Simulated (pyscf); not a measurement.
Thermochemistry of product channels of H₃Ge–Ge:–GeH₃ [singlet] on the singlet surface, in eV, from ωB97M-D3(BJ)/def2-TZVP energies (ideal gas, 1 atm, RRHO with modes under 100 cm⁻¹ raised to 100, one conformer, R ln 2 for chiral ones without a mode under 150 cm⁻¹). Structures and frequencies: ωB97X-D3(BJ)/def2-SVP in PySCF.

```tsv
products	ΔE	ΔH(298 K)	ΔG(298 K)	ΔG(1200 K)
H₂Ge=GeH–GeH₃	+0.10	+0.10	+0.10	+0.11
GeH₄ + :Ge=GeH₂ [singlet]	+1.44	+1.38	+0.98	-0.12
```

The channel to GeH₄ + :Ge=GeH₂ [singlet] turns favourable between 298 and 1200 K (ΔG from +0.98 eV to -0.12 eV).

These are energies of the channels, which say nothing of barriers. H₂Ge=GeH–GeH₃ may be a fragile minimum: a first optimisation, from another start, lost the drawn bonds. Elements up to Kr have no core potential and no relativistic terms here.
